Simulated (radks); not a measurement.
Problem. The mean radii <r> (bohr) of the occupied orbitals of an atom or ion are listed with their occupations. Method: scalar-relativistic Kohn-Sham, r2SCAN, spin-polarised, spherical densities, finite nucleus; meta-GGA in the generalised Kohn-Sham scheme; Fermi nuclear charge, rms radius of each element as measured or else 0.836 A^(1/3) + 0.57 fm; computed with a radial shooting solver on a logarithmic mesh with Libxc functionals.

| orbital | occ. | <r> |
|---|---|---|
| 1s | 2 | 0.03707 |
| 2s | 2 | 0.1624 |
| 2p | 6 | 0.1416 |
| 3s | 2 | 0.4537 |
| 3p | 6 | 0.4558 |
| 3d | 10 | 0.4403 |

Name the element and its charge. Open shells, if any, are filled with parallel spins first.

Solution. Z = 40, zirconium, charge +12: Zr12+ in [Ar] 3d10. The 1s radius gives Z: for a bare nucleus <r> = (2 gamma + 1)/(2Z) with gamma = sqrt(1 - (Z/c)^2), 0.03641 bohr for Z = 40, and screening makes it slightly larger (0.03707 here). The occupations add up to 28, and the charge is Z minus that.
